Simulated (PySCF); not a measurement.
CHCl, SMILES [CH]Cl (connectivity only; charge and spin as stated), neutral, multiplicity 1.

Coordinates come from a ωB97X-D3(BJ)/def2-TZVPD optimisation. The isomer is the one that the SMILES or the coordinates give; other isomers of the formula were not compared.

The numbers are results of r2SCAN/def2-TZVPD run with PySCF, not measurements.

| Item | Value |
|---|---|
| total energy | -498.73783 hartree |
| point group | Cs |
| highest occupied level | -5.92 eV |
| lowest empty level | -4.22 eV |
| orbital gap | 1.70 eV |
| dipole moment | 1.58 D |
| quadrupole, principal values (traceless, Buckingham form, about the centre of nuclear charge) | -4.94, 1.77, 3.17 D·Å |
| mean static polarisability | 29.0 bohr³ (4.30 Å³) |
| polarisability, principal values | 22.7, 25.6, 38.7 bohr³ |
